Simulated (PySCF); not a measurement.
Nb (niobium, neutral): UHF calculation

Configuration: [Kr] 4d4 5s1, high-spin 6D determinant. All numbers are calculated (PySCF 2.14, a scalar-relativistic core potential, in aug-cc-pwCVDZ-PP with ECP28MDF).

| Item | Value |
| --- | --- |
| Total energy | -56.148457 hartree |
| One-electron energy | -96.1415 hartree |
| Hartree (Coulomb) energy | 46.3858 hartree |
| Exchange energy | -6.3927 hartree |
| ⟨S²⟩ | 8.7547 |
| ⟨L²⟩ | 6.028 |
| Sum of ⟨r⟩ | 22.69 bohr |
| Sum of ⟨r²⟩ | 54.04 bohr² |
| Traceless quadrupole moment −½Σ⟨3z² − r²⟩ along its main axis | -1.44 e·bohr² |

| shell | electrons | mean orbital energy (hartree) | spread (hartree) | rms radius, mean of both spins (bohr) |
| --- | --- | --- | --- | --- |
| 4s α | 1 | -2.73104 | 0 | 1.25 |
| 4s β | 1 | -2.56639 | 0 | 1.25 |
| 4p α | 3 | -1.68851 | 0.02684 | 1.41 |
| 4p β | 3 | -1.46763 | 0.04364 | 1.41 |
| 4d α | 4 | -0.29015 | 0.04042 | 2.35 |
| 5s α | 1 | -0.22898 | 0 | 4.11 |

Energies and moments cover only the electrons outside the core potential.
